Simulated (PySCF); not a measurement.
This PySCF input asks for the NMR shieldings of `CSC1=CC=C[Si@H]1Cl`, C5H7ClSSi; the geometry comes from GFN2-xTB.

```python
import basis_set_exchange as bse
import numpy as np
from pyscf import gto, dft
from pyscf.prop import nmr

atoms = """
C     2.796074   -0.102161    0.651497
S     1.621182    1.266165    0.410758
C     0.107921    0.463205    0.137127
C    -0.124542   -0.862124    0.100237
C    -1.496731   -1.243442   -0.165119
C    -2.387890   -0.256234   -0.351367
Si   -1.514434    1.403171   -0.221726
Cl   -2.107995    2.560898    1.312244
H     2.503804   -0.684570    1.520399
H     2.824646   -0.718739   -0.241784
H     3.764120    0.359059    0.818484
H     0.618675   -1.627420    0.260046
H    -1.750753   -2.293427   -0.196824
H    -3.427215   -0.449068   -0.552742
H    -1.431276    2.192679   -1.445590
"""
names = dict.fromkeys(["C", "S", "Si", "Cl", "H"], "pcSseg-1")
basis = {el: gto.basis.parse(bse.get_basis(n, elements=[el], fmt="nwchem")) for el, n in names.items()}
mol = gto.M(atom=atoms, basis=basis, charge=0, verbose=0)
mf = dft.RKS(mol, xc="PBE0")
mf.grids.level = 2
mf.grids.alignment = dft.numint.BLKSIZE   # the property module wants whole blocks of grid points
mf.conv_tol = 1e-9
mf.kernel()

calc = nmr.RKS(mf)   # GIAO
C = mf.mo_coeff
Co = C[:, mf.mo_occ > 0]
resp = mf.gen_response(singlet=True, hermi=2)
def vind(x):   # induced exchange potential for any number of trial vectors
    d = np.einsum("pi,xij,qj->xpq", C, 2 * x.reshape(-1, C.shape[1], Co.shape[1]), Co, optimize=True)
    return np.einsum("xpq,pi,qj->xij", resp(d - d.transpose(0, 2, 1)), C, Co, optimize=True).ravel()
mo1, _ = nmr.rhf.solve_mo1(calc, with_cphf=vind)
sigma = calc.kernel(mo1)
for i, s in enumerate(sigma):   # ppm
    print("%2d %-2s %9.2f" % (i, mol.atom_pure_symbol(i), np.trace(s) / 3))
```

Question: What does it print?

Answer: 
```
 0 C     166.19
 1 S     459.05
 2 C      29.34
 3 C      53.12
 4 C      29.98
 5 C      61.39
 6 Si    356.11
 7 Cl    994.45
 8 H      29.44
 9 H      29.43
10 H      29.45
11 H      25.72
12 H      24.64
13 H      26.11
14 H      26.32
```

These numbers come from an equivalent density-fitted implementation of the same equations, which agrees with the script to about 0.01 ppm for H and up to a few tenths of a ppm for heavy atoms, so last digits may differ.

Question: Turn these shieldings into chemical shifts. Referencing at the same level of theory: $^{13}$C (σ = 186.93 ppm) and $^{29}$Si (σ = 349.16 ppm) and $^{1}$H (σ = 31.72 ppm) against TMS; $^{33}$S (σ = 503.73 ppm) vs CS2; HCl for $^{35}$Cl (σ = 949.78 ppm).

Answer: Averaging equivalent atoms: C 2: 157.6; C 4: 156.9; C 3: 133.8; C 5: 125.5; C 0: 20.7; S 1: 45; Si 6: -7.0; Cl 7: -45; H 12: 7.08; H 11: 6.00; H 13: 5.61; H 14: 5.39; H 8/9/10: 2.28 ppm. 

Size and cost of the density-fitted run: 192 basis functions, 86 s wall time on 1 thread of an Intel Xeon, shared host; peak memory 0.92 GiB.
